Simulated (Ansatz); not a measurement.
`F[Si]1(Cl)CCO1`, relaxed with RKS PBE-D4/def2-SVP in Ansatz 0.2.0 from a rough embedded geometry. The force threshold is 0.03 eV/Å; the program also tests the step.

Total charge 0; spin multiplicity 1.

Start:

```xyz
10

F     1.435    1.927    0.021
Si    0.265    1.046   -0.546
Cl   -0.491    1.712   -2.267
C     0.317   -0.758   -0.366
C    -0.488   -0.528    0.903
O    -0.961    0.813    0.571
H     1.349   -1.178   -0.138
H    -0.149   -1.374   -1.113
H     0.052   -0.469    1.895
H    -1.328   -1.190    1.039
```

| step | energy (eV) | largest force (eV/Å) | largest move (Å) |
| --- | --- | --- | --- |
| 1 | -27278.2797 | 3.923 | 0.000 |
| 2 | -27278.7433 | 0.966 | 0.144 |
| 3 | -27278.7852 | 0.216 | 0.062 |
| 4 | -27278.7901 | 0.302 | 0.049 |
| 5 | -27278.7970 | 0.135 | 0.043 |
| 6 | -27278.7976 | 0.245 | 0.042 |
| 7 | -27278.8017 | 0.091 | 0.035 |
| 8 (rejected) | -27278.8015 | 0.052 | 0.024 |
| 9 | -27278.8023 | 0.008 | 0.011 |

End:

```xyz
10

F     1.515    2.001   -0.283
Si    0.223    1.046   -0.544
Cl   -0.680    1.777   -2.243
C     0.422   -0.797   -0.283
C    -0.542   -0.526    0.907
O    -0.788    0.916    0.795
H     1.432   -1.146    0.004
H     0.011   -1.452   -1.074
H    -0.089   -0.747    1.897
H    -1.505   -1.073    0.824
```

Hardware: 4 threads of an AMD EPYC 9R45 on a shared host. Wall time 4.9 s, peak host memory 0.2 GiB.
